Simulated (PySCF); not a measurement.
CH₅GaO₂.

```xyz
9

Ga    -0.3708     0.5687     0.0000
H     -1.6266     1.4927     0.0000
O      1.3670     1.0594     0.0000
H      1.4752     2.0278     0.0000
O     -0.5836    -1.2117     0.0000
C      0.4990    -2.1233     0.0000
H      0.4441    -2.7814     0.8971
H      0.4441    -2.7814    -0.8971
H      1.4973    -1.6303     0.0000
```
Charge 0, spin multiplicity 1.

Geometry: PBE-D3(BJ)/def2-SVP. The values are those of a single conformer.

Computed with PySCF with HF/pcSseg-1. Non-relativistic, no solvent.

Computed absolute GIAO shielding of each atom: isotropic value and principal components (ppm):
```
atom  σ(iso)     σ11     σ22     σ33   span
----  ------  ------  ------  ------  -----
Ga1   1654.2  1475.5  1682.4  1804.7  329.3
H2      27.2    21.1    21.5    38.9   17.7
O3     300.6   234.8   323.7   343.5  108.7
H4      29.7    21.6    23.7    43.8   22.3
O5     321.1   222.6   360.9   379.9  157.3
C6     138.5   111.9   118.1   185.5   73.5
H7      27.9    23.6    25.2    34.9   11.2
H8      27.9    23.6    25.2    34.9   11.2
H9      27.5    21.9    27.5    33.1   11.2
```
